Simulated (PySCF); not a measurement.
**Level of theory and adiabatic energies of losing or gaining an electron: AlCl2H3SSi**

Optimised structure (Å), atoms numbered from 1:
```
Al    0.0011   -0.4742    1.7642
Cl    0.0846   -0.4286    3.8612
Cl   -0.3283   -2.2914    0.7505
S     0.2655    1.3560    0.6272
Si    0.0368    0.5735   -1.4016
H     0.1707    1.7810   -2.2805
H     1.1133   -0.4173   -1.7287
H    -1.3120   -0.0515   -1.5978
```

All levels share the BP86-D3(BJ)/def2-SVP structures and the GFN2-xTB thermal terms; only the single-point energies (PySCF) change. Values are adiabatic energies of losing or gaining an electron (0 K, eV).

| level | ionisation energy to the radical cation |
| --- | --- |
| r2SCAN-D3(BJ)/ma-def2-SVP | 9.64 |
| HSE06/ma-def2-SVP (grid 2) | 9.66 |

The spread: 0.02 eV, from 9.64 to 9.66.

Note: ma-def2-SVP is a small basis, whose errors can reach tens of kJ/mol; spin-orbit coupling is left out of the energies, which matters for open shells on the heavier atoms.
